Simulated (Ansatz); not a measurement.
`F[CH2][GeH]1[CH2][O]1` and `[Cl][GeH]1[CH2][O]1` differ in one atom or group.

Ansatz, PBE0-D4/def2-TZVP geometries, multiplicity 1. Each molecule was computed in one conformer, which needn't be the lowest.

Scalar relativity is left out up to krypton.

| property | `F[CH2][GeH]1[CH2][O]1` |
| --- | --- |
| HOMO energy (PBE0/def2-TZVPP) / eV | -7.22 |
| HOMO–LUMO gap (B3LYP/def2-TZVPP) / eV | 5.99 |
| zero-point energy (PBE0-D4/def2-TZVP) / kJ/mol | 177.5 |
| LUMO energy (B3LYP/def2-TZVPP) / eV | -1.03 |
| HOMO–LUMO gap (PBE0/def2-TZVPP) / eV | 6.45 |
| size of the dipole moment (ωB97M-V/def2-TZVPP) / D | 0.82 |

Question: Give the same properties after the change, and the shifts. (Best estimate.)

Answer: Computed: 
```json
{"property": "HOMO energy (PBE0/def2-TZVPP) / eV", "`[Cl][GeH]1[CH2][O]1`": "-7.49", "shift": "-0.27"}
{"property": "HOMO–LUMO gap (B3LYP/def2-TZVPP) / eV", "`[Cl][GeH]1[CH2][O]1`": "5.86", "shift": "-0.13"}
{"property": "zero-point energy (PBE0-D4/def2-TZVP) / kJ/mol", "`[Cl][GeH]1[CH2][O]1`": "103.0", "shift": "-74.5"}
{"property": "LUMO energy (B3LYP/def2-TZVPP) / eV", "`[Cl][GeH]1[CH2][O]1`": "-1.42", "shift": "-0.39"}
{"property": "HOMO–LUMO gap (PBE0/def2-TZVPP) / eV", "`[Cl][GeH]1[CH2][O]1`": "6.36", "shift": "-0.09"}
{"property": "size of the dipole moment (ωB97M-V/def2-TZVPP) / D", "`[Cl][GeH]1[CH2][O]1`": "2.43", "shift": "1.61"}
```

With PBE0 the HOMO falls by 0.27 eV and the LUMO falls by 0.37 eV, so the gap narrows by about 0.10 eV. PBE moves the HOMO by -0.23 eV and ωB97M-V by -0.25 eV. The zero-point energy changes by -74.5 kJ/mol with -9 modes. Dipoles are sizes alone; their direction can turn.

B3LYP here is the variant with VWN-RPA as its local correlation; programs differ in this.
